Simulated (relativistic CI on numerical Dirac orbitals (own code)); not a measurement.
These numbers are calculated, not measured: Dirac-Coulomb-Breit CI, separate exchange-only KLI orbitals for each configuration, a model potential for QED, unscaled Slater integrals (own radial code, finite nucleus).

CI space (outside the closed core 1s2): 2s²2p⁴, 2s2p⁵, 2p⁶, 2p⁵3s, 2p⁵3p, 2p⁵3d, 2s²2p³3s, 2s²2p³3p, 2s²2p³3d, 2s2p⁴3s, 2s2p⁴3p, 2s2p⁴3d, 2s²2p³4s, 2s²2p³4p, 2s²2p³4d, 2s²2p³4f, 2s2p⁴4s, 2s2p⁴4p, 2s2p⁴4d, 2s2p⁴4f, 2s²2p²3s², 2s²2p²3s3p, 2s²2p³5s, 2s²2p³5p, 2s²2p³5d, 2s²2p²3s3d, 2s²2p³5f, 2s²2p²3p², 2s²2p³5g, 2s²2p²3p3d, 2s2p³3s², 2s²2p²3d², 2s2p³3s3p, 2s2p³3s3d, 2s2p³3p², 2s2p⁴5s. Levels of other configurations are missing.

At this charge energies of transitions that change n are usually good to better than 1 %, and those within a shell (Δn = 0) to a few per cent.

Outline of the computed level scheme of Cs XLVIII. Lowest level of each configuration: 2s²2p⁴ ³P2 at 0.00 eV; 2s2p⁵ ³P°2 at 630.64 eV; 2p⁶ ¹S0 at 1349.26 eV; 2s²2p³3s ³P°2 at 4633.71 eV; 2s²2p³3p ³P1 at 4712.62 eV; 2s²2p³3d ³D°2 at 4901.30 eV.

Some strong electric-dipole decays among the lowest 45 levels: 2s²2p³3d ³D°3 → 2s²2p⁴ ³P2 (6.3e+14 s⁻¹); 2s²2p³3d ³D°1 → 2s²2p⁴ ¹S0 (3.9e+14 s⁻¹); 2s²2p³3d ³D°2 → 2s²2p⁴ ³P2 (2.9e+14 s⁻¹); 2s²2p³3d ³D°1 → 2s²2p⁴ ³P2 (7.6e+13 s⁻¹); 2s²2p³3s ¹D°2 → 2s²2p⁴ ¹D2 (5.3e+13 s⁻¹); 2s²2p³3s ³S°1 → 2s²2p⁴ ³P1 (5.0e+13 s⁻¹); 2s²2p³3s ¹P°1 → 2s²2p⁴ ³P2 (4.8e+13 s⁻¹); 2s²2p³3s ³P°0 → 2s²2p⁴ ³P1 (3.1e+13 s⁻¹).

LS names give the leading component of a level, which can be under half, so a name can repeat, a term be missing and a line seem to break the LS rules.
